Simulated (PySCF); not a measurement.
H3NOSn, neutral, multiplicity 1. Atoms are numbered in the order given.

```xyz
6

Sn     0.3770     0.0529     0.0000
O     -1.0773     1.4276     0.0000
H     -1.9845     1.1035     0.0000
N     -0.8427    -1.5814     0.0000
H     -1.8532    -1.5696     0.0000
H     -0.4973    -2.5304     0.0000
```
Charge 0, spin multiplicity 1.

The structure is a stationary point at B3LYP-D3(BJ)/def2-TZVP. The def2 effective core potentials stand for the cores of Sn; spin–orbit coupling is left out. One conformer was computed; it need not be the lowest.

The numbers are results of PySCF 2.14.0 with TDA-B3LYP/def2-SVPD, not measurements.

Vertical excitations. The molecule is in vacuum. State labels are in the subgroup Cs.

Computed excitation energies, oscillator strengths and character:
```json
[
 {"state": "S1", "symmetry": "A'", "energy (eV)": "4.92", "λ (nm)": "252", "f": "0.054", "main pairs": "HOMO→LUMO 90 %"},
 {"state": "S2", "symmetry": "A\"", "energy (eV)": "5.01", "λ (nm)": "247", "f": "0.110", "main pairs": "HOMO−1→LUMO 91 %"},
 {"state": "S3", "symmetry": "A\"", "energy (eV)": "5.69", "λ (nm)": "218", "f": "0.029", "main pairs": "HOMO−3→LUMO 85 %"},
 {"state": "S4", "symmetry": "A\"", "energy (eV)": "5.72", "λ (nm)": "217", "f": "0.003", "main pairs": "HOMO→LUMO+1 91 %"},
 {"state": "S5", "symmetry": "A'", "energy (eV)": "5.88", "λ (nm)": "211", "f": "0.011", "main pairs": "HOMO−2→LUMO 82 %"},
 {"state": "S6", "symmetry": "A\"", "energy (eV)": "6.05", "λ (nm)": "205", "f": "0.034", "main pairs": "HOMO→LUMO+2 98 %"},
 {"state": "S7", "symmetry": "A'", "energy (eV)": "6.67", "λ (nm)": "186", "f": "0.387", "main pairs": "HOMO−1→LUMO+1 84 %"},
 {"state": "S8", "symmetry": "A'", "energy (eV)": "6.74", "λ (nm)": "184", "f": "0.132", "main pairs": "HOMO−1→LUMO+2 84 %"},
 {"state": "S9", "symmetry": "A\"", "energy (eV)": "6.97", "λ (nm)": "178", "f": "0.034", "main pairs": "HOMO−2→LUMO+1 92 %"},
 {"state": "S10", "symmetry": "A\"", "energy (eV)": "7.02", "λ (nm)": "177", "f": "0.000", "main pairs": "HOMO→LUMO+3 94 %"},
 {"state": "T1", "symmetry": "A\"", "energy (eV)": "3.59", "λ (nm)": "346", "f": "0", "main pairs": "HOMO−1→LUMO 99 %"},
 {"state": "T2", "symmetry": "A'", "energy (eV)": "3.63", "λ (nm)": "341", "f": "0", "main pairs": "HOMO→LUMO 98 %"},
 {"state": "T3", "symmetry": "A'", "energy (eV)": "4.96", "λ (nm)": "250", "f": "0", "main pairs": "HOMO−2→LUMO 98 %"},
 {"state": "T4", "symmetry": "A'", "energy (eV)": "5.26", "λ (nm)": "236", "f": "0", "main pairs": "HOMO−1→LUMO+1 97 %"}
]
```
Triplets are in the Tamm–Dancoff approximation.
